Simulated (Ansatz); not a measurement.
```yaml
crystal:
  periodic: [false, false, false]
  atoms:
    - {symbol: N, position_ang: [-1.807574, 1.107087, -0.244668]}
    - {symbol: C, position_ang: [-0.860452, 0.126586, 0.279025]}
    - {symbol: O, position_ang: [0.373822, 0.188322, -0.435431]}
    - {symbol: Si, position_ang: [1.617419, -0.781884, -0.059677]}
    - {symbol: H, position_ang: [-1.987292, 0.938210, -1.159112]}
    - {symbol: H, position_ang: [-1.377047, 2.044276, -0.194866]}
    - {symbol: H, position_ang: [-1.315378, -0.794381, 0.253022]}
    - {symbol: H, position_ang: [-0.635613, 0.378214, 1.353385]}
    - {symbol: H, position_ang: [2.126125, -0.566377, 1.345138]}
    - {symbol: H, position_ang: [2.797875, -0.463553, -1.021731]}
    - {symbol: H, position_ang: [1.230476, -2.238514, -0.162681]}
basis:
  gaussian: {orbitals: def2-mTZVPP}
hamiltonian: {xc: {name: HF}}
correlation: {method: rpa, electrons: all}
multiplicity: 3
```

```sh
$ ansatz run in.yaml --threads 2 --pin off --events-out ev --progress --plain --max-ram 4352MiB
```

Output, abridged:

```
Error: YAML parse error: error: line 19 column 1: unknown field `multiplicity`, expected one of crystal, accuracy, basis, kpoints, hamiltonian, magnetization, projection, total_charge, correlation, batch, efield, external_charges, scf, relax, neb, saddle, md, ramp, phonons, dielectric, real_time, elastic, magnetic_configurations, gw, evaluate, workflow, output, checkpoint, execution
17 | hamiltonian: {xc: {name: HF}}
18 | correlation: {method: rpa, electrons: all}
19 | multiplicity: 3
```

Question: What is wrong with this run?

Answer: The input holds a key that doesn't belong there. The program refused the input.
